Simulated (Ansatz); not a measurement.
Caution, from a PySCF single point (B3LYP-D3(BJ)/def2-TZVPD) at this geometry: the highest occupied level lies above zero, so the state may not be bound. Caution, from a PySCF single point (B3LYP-D3(BJ)/def2-TZVPD) at this geometry: the restricted solution is unstable towards spin-unrestricted or complex orbitals, so a lower solution exists and this singlet may not be the ground state. This singlet lies 0.27 eV below the relaxed triplet at the level B3LYP/aug-cc-pVTZ // B3LYP-D3(BJ)/def2-TZVPD (Ansatz, a program for electronic structure); other levels give the other order.

A geometry relaxed with B3LYP-D3(BJ)/def2-TZVPD (Ansatz), charge -1, multiplicity 1:

```xyz
7

H     -1.9173    -0.2604     0.2142
N      1.5289    -0.3788    -0.0669
H     -0.7063     0.9009     0.8009
C      2.6143     0.0458    -0.2468
C     -0.9026     0.1051     0.0609
H     -0.8542     0.5901    -0.9299
B      0.2372    -1.0028     0.1677
```

Task: Write the SMILES of this molecule.

Result: `[C-]#[N+][B-]C`
